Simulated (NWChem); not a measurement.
# Si$_{2}$H$_{4}$, singlet; SMILES [SiH][SiH3]

Computed with NWChem. Low-valent species are run as closed-shell singlets; no triplet was tried in these runs. All runs use the structure optimised with PBE0/def2-SVP. Vertical excitations in the gas phase; the lowest state need not have the same character in each row.

```json
[
 {"level": "PBE/def2-SVPD, TDA", "lowest excitation, singlet (eV)": "1.96", "oscillator strength of that lowest state": "0.005", "orbital gap (eV)": "___"},
 {"level": "B3LYP/def2-SVPD, TDA", "lowest excitation, singlet (eV)": "1.99", "oscillator strength of that lowest state": "0.006", "orbital gap (eV)": "2.94"},
 {"level": "PBE0/def2-SVPD, TDA", "lowest excitation, singlet (eV)": "1.98", "oscillator strength of that lowest state": "0.006", "orbital gap (eV)": "3.28"},
 {"level": "CAM-B3LYP/def2-SVPD, TDA", "lowest excitation, singlet (eV)": "1.96", "oscillator strength of that lowest state": "0.007", "orbital gap (eV)": "5.65"}
]
```

**Question.** Some entries are withheld; supply them.

**Answer.** 
- PBE/def2-SVPD, TDA, orbital gap (eV): 1.45
